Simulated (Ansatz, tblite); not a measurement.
Forces on Ge₂S₄⁻ at its PBE-D4/def2-SVPD geometry. The state is a doublet with charge -1.

The xTB rows come from tblite. Another isomer (doublet) lies 0.73 eV lower at PBE0-D4/def2-TZVPD; other spin states weren't run for this one.

GFN1-xTB (tblite), largest force 2.00 eV/Å:

```xyz
6
positions Å, forces eV/Å
Ge    2.575    0.122   -0.849   -1.465    0.117    0.679
Ge   -0.140    0.843    0.690    0.509   -1.682   -0.959
S    -3.366   -0.365    0.259    0.490   -0.346   -0.023
S     0.621    1.016   -1.591    0.880   -0.424    1.306
S     1.799   -0.498    1.201   -0.258    1.005   -1.306
S    -1.488   -1.118    0.290   -0.155    1.330    0.304
```

GFN2-xTB (tblite), largest force 0.91 eV/Å:

```
Ge -0.602 -0.012 0.300
Ge 0.214 -0.490 -0.337
S 0.832 -0.283 0.051
S 0.343 -0.038 0.354
S 0.012 0.395 -0.396
S -0.799 0.428 0.029
```

PBE-D4/def2-TZVPD (Ansatz), largest force 0.54 eV/Å:

```
Ge -0.273 0.039 0.141
Ge 0.144 -0.185 -0.149
S 0.467 -0.204 0.003
S 0.123 -0.063 0.158
S -0.009 0.118 -0.178
S -0.450 0.294 0.024
```
